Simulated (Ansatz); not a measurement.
Ansatz (a first-principles code) input (CCSD(T)/def2-SVPD):

Ansatz 0.2 input:
```yaml
crystal:
  periodic: [false, false, false]
  atoms:
    - {symbol: Zr, position_ang: [0.00000000, 0.00000000, 0.00000000]}
    - {symbol: I, position_ang: [0.00000000, 0.00000000, 2.73971683]}
    - {symbol: I, position_ang: [-0.00000000, -0.00000000, -2.73971683]}
basis:
  gaussian:
    orbitals: def2-SVPD
magnetization: {spin_polarized: true, initial_magnetization: 2}
correlation: {method: ccsd_t, electrons: outside_noble_gas}
output: {forces: true}
```

End of the output:

```
cycle  10  -7.38551567 eV  change   -4.9e-7 eV  update   6.6e-6
cycle  11  -7.38551591 eV  change   -2.4e-7 eV  update   3.6e-6
cycle  12  -7.38551569 eV  change    2.2e-7 eV  update   2.4e-6
cycle  13  -7.38551574 eV  change   -4.8e-8 eV  update   1.9e-6
cycle  14  -7.38551548 eV  change    2.6e-7 eV  update   1.4e-6
cycle  15  -7.38551581 eV  change   -3.3e-7 eV  update   8.5e-7
cycle  16  -7.38551561 eV  change    2.0e-7 eV  update   3.9e-7
cycle  17  -7.38551570 eV  change   -8.7e-8 eV  update   2.1e-7
perturbative correction -0.26543669 eV, -0.0097546185 hartree
the calculation of the forces begins
Total energy: -17421.81560942 eV, -640.2399147153 hartree
Atom 0 at     0.000000     0.000000     0.000000 Å, force     0.000000     0.000000     0.000000 eV/Å
Atom 1 at     0.000000     0.000000     2.739717 Å, force    -0.000000     0.000000     0.289014 eV/Å
Atom 2 at    -0.000000    -0.000000    -2.739717 Å, force    -0.000000    -0.000000    -0.289014 eV/Å
Dipole moment:    -0.000000     0.000000     0.000000 e Å
```

The spin state was set by rule; other spins were not relaxed.
